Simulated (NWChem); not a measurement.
# Correlation energy of sulfur tetrafluoride (F$_{4}$S)

SMILES: S(F)(F)(F)F
```xyz
5

F      0.0000     1.2424     0.6398
S      0.0000     0.0000    -0.3894
F      1.6855     0.0000    -0.2936
F     -1.6855     0.0000    -0.2936
F      0.0000    -1.2424     0.6398
```
Charge 0, spin multiplicity 1.

Program: NWChem. The geometry was optimised at PBE/def2-SVP, a minimum by its harmonic frequencies.

Basis set: 6-31G*. Each correlation energy counts from its own Hartree-Fock reference.

The correlated methods keep 9 core orbitals frozen. The Pople sets run with spherical d functions. Coupled-cluster values serve here as a point of comparison, not as the truth.

```
method        correlation energy (mHa)
------------  ------------------------
MP2                                ___
SCS-MP2                         -814.8
CR-CCSD[T]                      -876.0
CR-CCSD(T)                      -873.3
CCSD                               ___
CCSD+T(CCSD)                       ___
CCSD(T)                            ___
```

Fill in the missing entries.


- MP2, correlation energy (mHa): -852.6
- CCSD, correlation energy (mHa): -857.2
- CCSD+T(CCSD), correlation energy (mHa): -882.8
- CCSD(T), correlation energy (mHa): -879.1
